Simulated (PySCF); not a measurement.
## Electron correlation in K (potassium, neutral)

[Ar] 3d1, 2D determinant (an excited configuration). Calculation: PySCF 2.14, in aug-cc-pwCVTZ-X2C with one added diffuse shell each of s, p, d, f type (10s9p7d4f, 100 functions); the spin-free X2C one-electron Hamiltonian (Gaussian nucleus). Frozen: [Ne]; 9 electrons correlated.

```csv
level,correlation energy (mhartree)
CCSD,-212.34
(T),-4.69
CCSD(T),-217.03
```

Diagnostics: T1 = 0.022, D1 = 0.0914, largest double amplitude 0.031.

Is a single reference adequate?

Yes: T1 lies below 0.03 and no double amplitude reaches 0.07.
